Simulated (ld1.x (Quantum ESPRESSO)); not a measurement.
## Before and after: TM potential for O (Z = 8)

| Item | Value |
| --- | --- |
| Element | O |
| Generator | ld1.x (Quantum ESPRESSO) 7.5 |
| Type | norm-conserving Troullier–Martins (Kleinman–Bylander form) |
| Functional | BLYP |
| Relativity | scalar-relativistic |
| Frozen core | [He] |
| Valence charge | 6 |
| Reference configuration | 2s2 2p4 |
| Partial waves | 2p (bound): rc 2.15 bohr; 3d channel at 0.45 Ry: rc 1.95 bohr; 2s (bound): rc 0.75 bohr |
| Local potential | the s channel |
| Core correction | Bessel-smoothed model core, default radius (core density twice the valence density) |

Change: local potential the d channel.

Cutoffs: the cutoffs (Ry, on a coarse ladder) from which the occupation-weighted sum of valence levels, in a spherical-Bessel basis at the reference potential, stays within 10 and 1 mRy of its value at 400 Ry; they do not see the model core or the augmentation charge, which bear on the density cutoff. Errors are all-electron minus pseudo energies relative to the spin-unpolarised reference configuration.

Question: What does the change do?

Answer: The potential gets neither clearly harder nor softer (80 Ry and 200 Ry → 80 Ry and 200 Ry); of the 7 tests that both files solve, the error grows in 1 and shrinks in 0 by more than 15 % and 0.3 meV (median size 97.6 → 104.3 meV); the range in which the s phases agree narrows (upper end at the end of the scan → 1.3); neither file shows a bound ghost.

| quantity | base | changed |
| --- | --- | --- |
| cutoff, loose | 80 Ry | 80 Ry |
| cutoff, tight | 200 Ry | 200 Ry |
| bound ghosts | none | none |
| error for 2s2 2p3, meV [ΔE 16.43 eV] | +98 | +104 |
| error for 2s2 2p2, meV [ΔE 50.04 eV] | +802 | +834 |
| error for 2s2 2p1, meV [ΔE 103.97 eV] | +3023 | +3095 |
| error for 2s0 2p6, meV [ΔE 29.71 eV] | -78 | -77 |
| error for 2s2 2p4.3, meV [ΔE -2.12 eV] | +1.9 | +2.2 |
| error for 2s1 2p4, meV [ΔE 31.52 eV] | -201 | -192 |
| error for 2s2 2p3.5, meV [ΔE 6.28 eV] | +15 | +16 |
| s: phases at 2.34 bohr within 0.05 rad from the reference energy up to (Ry; the scan ends near 5) | to the end of the scan | 1.3 |
| p: phases at 2.34 bohr within 0.05 rad from the reference energy up to (Ry; the scan ends near 5) | 1.1 | 1.2 |
| d: phases at 2.34 bohr within 0.05 rad from the reference energy up to (Ry; the scan ends near 5) | to the end of the scan | to the end of the scan |
